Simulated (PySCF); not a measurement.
CF2I, SMILES F[C](F)I (connectivity only; charge and spin as stated), charge +1, multiplicity 1.

Geometry: B3LYP-D3(BJ)/def2-SVP. The multiplicity is an assumed one; other spin states were not compared. The isomer is the one that the SMILES or the coordinates give; other isomers of the formula were not compared. The def2 effective core potentials stand for the cores of I; spin–orbit coupling is left out.

The numbers are results of PySCF with CAM-B3LYP/def2-TZVPD, not measurements.

Symmetry labels are those of the subgroup C2v that the program uses (full group C2v).

Computed valence orbital energies around the gap with their symmetry:
| orbital | symmetry | energy (eV) |
|---|---|---|
| HOMO−7 | B2 | -26.24 |
| HOMO−6 | B1 | -24.93 |
| HOMO−5 | A1 | -24.51 |
| HOMO−4 | A2 | -22.31 |
| HOMO−3 | B2 | -21.89 |
| HOMO−2 | A1 | -20.14 |
| HOMO−1 | B1 | -16.43 |
| HOMO | B2 | -16.03 |
| LUMO | B1 | -8.51 |
| LUMO+1 | A1 | -6.79 |
| LUMO+2 | A1 | -3.98 |
| LUMO+3 | A1 | -2.66 |
